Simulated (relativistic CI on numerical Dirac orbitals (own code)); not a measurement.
## What each ingredient does to the levels of Xe X

Base calculation: Dirac-Coulomb-Breit CI, KLI orbitals optimised for each configuration, a model potential for QED, unscaled Slater integrals.

Configuration list (outside the closed core [Ar] 3d10): 4s2.4p6.4d9, 4s2.4p5.4d10, 4s2.4p6.4d8.4f, 4s2.4p6.4d8.5s, 4s2.4p6.4d8.5p, 4s.4p6.4d10, 4s2.4p5.4d9.4f, 4s2.4p6.4d7.5s.5p, 4s2.4p6.4d8.5d, 4s2.4p6.4d7.4f.5s, 4s2.4p6.4d8.6s, 4s2.4p6.4d8.6p, 4s2.4p6.4d8.5f, 4s.4p6.4d9.4f, 4s2.4p6.4d8.6d, 4s2.4p5.4d9.5s, 4s2.4p6.4d8.5g, 4s2.4p6.4d8.7s, 4s2.4p6.4d8.7p, 4s2.4p6.4d8.6f, 4s2.4p5.4d9.5p, 4s2.4p5.4d9.5d, 4s.4p6.4d9.5s, 4s2.4p6.4d7.5s2, 4s2.4p6.4d6.4f.5s2, 4s2.4p6.4d6.5s2.5p, 4s2.4p5.4d7.4f.5s2, 4s.4p6.4d8.5s2, 4s.4p6.4d7.4f.5s2, 4s.4p6.4d7.5s2.5p, 4s.4p5.4d8.4f.5s2. Double excitations out of closed p, d and f shells are left out; levels of such configurations are missing from the list, as are those of other unlisted configurations, and high levels can miss mixing partners.

Variants: (1) non-relativistic limit; (2) one mean potential for all configurations. Shifts of the energy above 4s2.4p6.4d9 2D_5/2, in cm⁻¹, for the lowest level and the first level of each name with at least 55 % of one term (blank where a level changes its place among those of its configuration and J or its character, or is not in the variant):

```
                  Level    Base    Δ(1)   Δ(2)
     4s2.4p6.4d9 2D_5/2       0       0      0
     4s2.4p6.4d9 2D_3/2   16728  -16728    -15
  4s2.4p6.4d8.5s 4F_9/2  506756  +52014  +3274
  4s2.4p6.4d8.5s 4F_7/2  513332  +45437  +3428
  4s2.4p6.4d8.5s 4F_5/2  522106  +36663  +3378
  4s2.4p6.4d8.5s 4F_3/2  523594  +35175  +3358
  4s2.4p6.4d8.5s 2F_7/2  526997  +42878  +3684
  4s2.4p6.4d8.5s 4P_1/2  543281  +38263  +3166
  4s2.4p6.4d8.5s 2G_9/2  554677  +39551  +3269
  4s2.4p6.4d8.5s 2G_7/2  554960  +39268  +3294
  4s2.4p6.4d8.5s 2P_1/2  556490  +36861  +3573
  4s2.4p6.4d8.5s 2P_3/2  558169  +35181  +3650
  4s2.4p6.4d8.5s 2S_1/2  606945  +35258  +2942
 4s2.4p6.4d8.5p 4D°_7/2  631940  +38822  +3993
 4s2.4p6.4d8.5p 4D°_5/2  646136  +24626  +4000
 4s2.4p6.4d8.5p 4G°_7/2  649506  +27333  +4322
4s2.4p6.4d8.5p 4G°_11/2  655411  +21427  +4246
 4s2.4p6.4d8.5p 4D°_3/2  657724          +4081
 4s2.4p6.4d8.5p 4D°_1/2  660586  +10176  +3938
 4s2.4p6.4d8.5p 4F°_9/2  661513          +4391
 4s2.4p6.4d8.5p 2F°_7/2  662814          +4397
 4s2.4p6.4d8.5p 4P°_1/2  665598  +26034  +3882
```

At this charge energies of transitions that change n are usually good to better than 1 %, and those within a shell (Δn = 0) to a few per cent. Levels and lines within the n = 5 or 6 shells can be off by up to 10 % or somewhat more, and those that change n by about 2 %, since core polarisation is missing.

Ionisation energy from the two ground configurations alone: base 201.633 eV. The NIST ASD value (theoretical) is 202 eV.

LS names give the leading component of a level, which can be under half, so a name can repeat, a term be missing and a line seem to break the LS rules.
